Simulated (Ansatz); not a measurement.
Reaction (formal exchange of groups at a Ge–C bond): `C=N[C](=C)[GeH3]` + `CN([SiH3])[SiH3]` → `[SiH3][N]([SiH3])[GeH3]` + `C=NC(=C)C`

Isolated molecules relaxed with PBE0-D4/def2-TZVP in Ansatz; ΔE leaves out vibrations. CBS: MP2 limit from def2 TZ/QZ plus the TZ coupled-cluster correction, frozen cores. Functionals use def2-TZVPP. B3LYP here is the variant with VWN-RPA as its local correlation; programs differ in this. For Ge outer-core shells are correlated without core-valence functions, which leaves a few kJ/mol of doubt a bond. Scalar relativity is left out up to krypton. One conformer a species, not always the lowest.

| level | ΔE (kJ/mol) | difference from CCSD(T)/CBS |
| --- | --- | --- |
| PBE-D4 | -75.7 | 8.6 |
| B3LYP-D4 | -80.8 | 3.5 |
| ωB97X-V | -86.4 | -2.1 |
| ωB97M-V | -86.2 | -1.9 |
| B2PLYP | -84.3 | 0.0 |
| PBE | -75.0 | 9.3 |
| PBE0 | -81.0 | 3.3 |
| HF/def2-TZVPP | -95.1 | -10.8 |
| MP2/def2-TZVPP | -89.8 | -5.5 |
| CCSD/def2-TZVPP | -87.4 | -3.1 |
| CCSD(T)/def2-TZVPP | -85.1 | -0.8 |
| HF/def2-QZVPP | -96.0 | -11.7 |
| MP2/def2-QZVPP | -89.6 | -5.3 |
| HF/CBS(def2) | -96.1 | -11.8 |
| MP2/CBS(def2) | -88.9 | -4.6 |
| CCSD/CBS(def2) | -86.5 | -2.2 |
| CCSD(T)/CBS | -84.3 | 0 |

Largest T1 diagnostic among the species: 0.013.

In def2-TZVPP, CCSD(T) changes the Hartree–Fock value by +10.0 kJ/mol (the triples alone add +2.2 kJ/mol) and MP2 by +5.4 kJ/mol. From PBE to PBE0 (25 % exact exchange), in def2-TZVPP and without D4, ΔE moves by −6.0 kJ/mol.
